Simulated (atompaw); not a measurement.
**Sb PAW (atompaw): all-electron and pseudo phase curves**

atompaw 4.2.0.5 input, output lines left out:

```
Sb 51
LDA-PW scalarrelativistic loggrid 1500 logderivrange -4 5 226
5 5 4 0 0 0
5 0 1.75
5 1 3.25
0 0 0
c
c
c
c
v
c
c
c
v
c
v
2
2.90 2.35 2.05 1.55
y
-0.5
n
y
0.2
n
y
-2.15
n
custom rrkj vanderbiltortho besselshape
3 0 troulliermartins
2.90
2.90
2.90
2.90
1.45
1.45
```

The phase is arctan(r·u′/u) with u = r·R(r), unwrapped; energies in Ry, scanned from -4 to 5 Ry. A pole is an energy at which the radial function vanishes at the test radius. The pseudo phase is shifted by a multiple of π to meet the all-electron one at the reference energy, and phase errors are pseudo minus all-electron; the curves can meet again beyond the range given. Levels narrower than the energy grid can be missing from the lists of poles.

For each channel, where are the poles, and over which energies does the pseudopotential scatter like the atom?

| channel | radius (bohr) | reference energy (Ry) | poles, all-electron | poles, pseudo | unbroken range about the reference energy with phases within 0.05 rad | phase error 1 Ry above the reference energy (rad) |
| --- | --- | --- | --- | --- | --- | --- |
| s | 2.92 | -0.98 | -0.35 | -0.35 | below 1.8 | -0.000 |
| p | 2.92 | -0.38 | 0.73 | 0.73 | the whole range | +0.000 |
| d | 2.92 | -2.49 | -2.47, 2.63 | -2.47, 2.72 | below 4.4 | +0.000 |

Note: ghost states, extra bound levels that the all-electron valence spectrum of the same l lacks: s at -235.9 eV, p at -4.1 eV. A true bound ghost makes a file unfit for plane-wave use.

Phases in the d channel:

```tsv
E (Ry)	all-electron	pseudo
-4.00	1.396	1.396
-3.76	1.390	1.390
-3.52	1.383	1.383
-3.28	1.374	1.374
-3.04	1.363	1.363
-2.80	1.344	1.344
-2.56	1.223	1.223
-2.32	-1.754	-1.754
-2.08	-1.787	-1.787
-1.84	-1.807	-1.807
-1.60	-1.826	-1.826
-1.36	-1.847	-1.847
-1.12	-1.873	-1.873
-0.88	-1.905	-1.904
-0.64	-1.946	-1.946
-0.40	-2.003	-2.003
-0.16	-2.088	-2.087
0.08	-2.225	-2.222
0.32	-2.471	-2.463
0.56	-2.939	-2.921
0.80	-3.598	-3.571
1.04	-4.071	-4.051
1.28	-4.321	-4.306
1.52	-4.461	-4.449
1.76	-4.548	-4.538
2.00	-4.609	-4.599
2.24	-4.655	-4.645
2.48	-4.692	-4.681
2.72	-4.723	-4.712
2.96	-4.751	-4.739
3.20	-4.778	-4.764
3.44	-4.805	-4.788
3.68	-4.833	-4.812
3.92	-4.865	-4.838
4.16	-4.902	-4.866
4.40	-4.950	-4.900
4.64	-5.015	-4.941
4.88	-5.112	-4.995
```
